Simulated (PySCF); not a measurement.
# Dipole response of As²⁺ (arsenic, charge +2)

[Ar] 3d10 4s2 4p1, 2P determinant. All numbers are calculated (PySCF 2.14, the non-relativistic Hamiltonian (point nucleus), in def2-QZVPPD (12s7p5d4f1g, 95 functions)). Coupled (time-dependent) response in atomic units; α is the mean over directions.

```csv
method,mean α (bohr³),"α xx, yy, zz",C₆ (like pair),S(−4)
UHF,11.31,"11.43, 11.06, 11.43",51.20,46.98
PBE,10.49,"10.45, 10.59, 10.45",46.54,38.95
PBE0,10.66,"10.68, 10.62, 10.68",47.48,40.39
```

S(−4) is the Cauchy moment in α(ω) = α(0) + S(−4) ω² + …

Spin-orbit coupling is absent.

α(iu) at PBE:

| u (hartree) | α(iu) (bohr³) |
| --- | --- |
| 0 | 10.49 |
| 0.0500 | 10.40 |
| 0.100 | 10.12 |
| 0.200 | 9.153 |
| 0.300 | 7.924 |
| 0.500 | 5.634 |
| 0.750 | 3.729 |
| 1.00 | 2.630 |
| 1.50 | 1.554 |
| 2.00 | 1.069 |
| 3.00 | 0.6373 |
| 5.00 | 0.3326 |

For an ion, C₆ is the dispersion term alone; charge-induced terms of lower order in 1/R come first.

The components differ because the open shell of this determinant is not spherical; for a pure term their mean is the scalar polarisability.
